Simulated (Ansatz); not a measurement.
One change: `BCC(O)=S` becomes `OC(=S)S`.

Ansatz, PBE0-D4/def2-TZVP geometries, multiplicity 1. Each molecule was computed in one conformer, which needn't be the lowest.

```tsv
property	`BCC(O)=S`
HOMO–LUMO gap (PBE0/def2-TZVPP) / eV	4.31
HOMO energy (PBE0/def2-TZVPP) / eV	-6.46
HOMO–LUMO gap (B3LYP/def2-TZVPP) / eV	3.84
HOMO energy (B3LYP/def2-TZVPP) / eV	-6.21
LUMO energy (B3LYP/def2-TZVPP) / eV	-2.37
HOMO energy (ωB97M-V/def2-TZVPP) / eV	-8.65
```

(1) What does the change do to each property? (An estimate is asked.)

Results:

(1) Computed: 
```tsv
property	`OC(=S)S`	shift
HOMO–LUMO gap (PBE0/def2-TZVPP) / eV	5.43	1.12
HOMO energy (PBE0/def2-TZVPP) / eV	-7.03	-0.57
HOMO–LUMO gap (B3LYP/def2-TZVPP) / eV	4.98	1.14
HOMO energy (B3LYP/def2-TZVPP) / eV	-6.78	-0.57
LUMO energy (B3LYP/def2-TZVPP) / eV	-1.80	0.57
HOMO energy (ωB97M-V/def2-TZVPP) / eV	-9.20	-0.55
```

With PBE0 the HOMO falls by 0.57 eV and the LUMO rises by 0.55 eV, so the gap widens by about 1.12 eV. PBE moves the HOMO by -0.52 eV and ωB97M-V by -0.55 eV.

B3LYP here is the variant with VWN-RPA as its local correlation; programs differ in this.
